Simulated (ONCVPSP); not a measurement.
## Which change was made? (Bi, ONCV)

ONCVPSP 4.0.1 input, shortened (lines: element, Z, core and valence counts, functional; n l f; lmax; l rc ep ncon nbas qcut; lloc lpopt rc5 dvloc0; l nproj debl; icmod fcfact rcfact), LDA (Perdew-Zunger), scalar-relativistic:

```
  Bi 83.00   10    5        3      upf
    1    0    2.00
    2    0    2.00
    2    1    6.00
    3    0    2.00
    3    1    6.00
    3    2   10.00
    4    0    2.00
    4    1    6.00
    4    2   10.00
    4    3   14.00
    5    0    2.00
    5    1    6.00
    5    2   10.00
    6    0    1.50
    6    1    3.50
    2
    0    1.40    0.00    4    7    8.00
    1    1.65    0.00    4    7    9.40
    2    1.80    0.00    4    9   10.60
    4    5    1.15    6.00
    0    2    2.40
    1    2    2.20
    2    2    1.80
    2    0.65    1.05
```

Cutoffs, loose and tight: the cutoffs (Ha) at which the residual kinetic energy of the hardest occupied pseudo-wave falls to 1 and 0.1 mHa per electron. They do not see the model core or the augmentation charge, which bear on the density cutoff. Test errors are all-electron minus pseudo excitation energies from the reference, over the configurations 5s2 5p6 5d10 6s2 6p3; 5s2 5p6 5d10 6s2 6p2; 5s2 5p6 5d10 6s2 6p1; 5s2 5p6 5d9 6s2 6p4; variants that change the core or the reference have their own tests.

The base gives: outcome: generated; cutoff, loose: 30 Ha; cutoff, tight: 43 Ha; bound ghosts: none; GHOST(+) flags above zero: none; largest test error (meV): -15.

**Question.** After one change the result is: outcome: generated; cutoff, loose: 28 Ha; cutoff, tight: 43 Ha; bound ghosts: none; GHOST(+) flags above zero: none; largest test error (meV): -10. Which change was it?
A. d: rc 2.56
B. core [Xe] 4f14 5d10, valence charge 5; reference 6s2 6p3; waves now 6s: rc 1.45 bohr, ncon 4, nbas 7, qcut 3.6 1/bohr, local; 6p: rc 2.60 bohr, ncon 4, nbas 7, qcut 3.2 1/bohr, 1 projector; local potential the s channel
C. s: qcut 6.2; p: qcut 7.3; d: qcut 8.2
D. d: rc 2.12

**Answer.** D. The others give: s: qcut 6.2; p: qcut 7.3; d: qcut 8.2 → outcome: generated; cutoff, loose: 39 Ha; cutoff, tight: 80 Ha; bound ghosts: none; GHOST(+) flags above zero: s; largest test error (meV): -11 | core [Xe] 4f14 5d10, valence charge 5; reference 6s2 6p3; waves now 6s: rc 1.45 bohr, ncon 4, nbas 7, qcut 3.6 1/bohr, local; 6p: rc 2.60 bohr, ncon 4, nbas 7, qcut 3.2 1/bohr, 1 projector; local potential the s channel → outcome: failed: optimize: ERROR ps0norm > uunorm, code will stop | d: rc 2.56 → outcome: generated; cutoff, loose: 34 Ha; cutoff, tight: 43 Ha; bound ghosts: none; GHOST(+) flags above zero: none; largest test error (meV): -346.
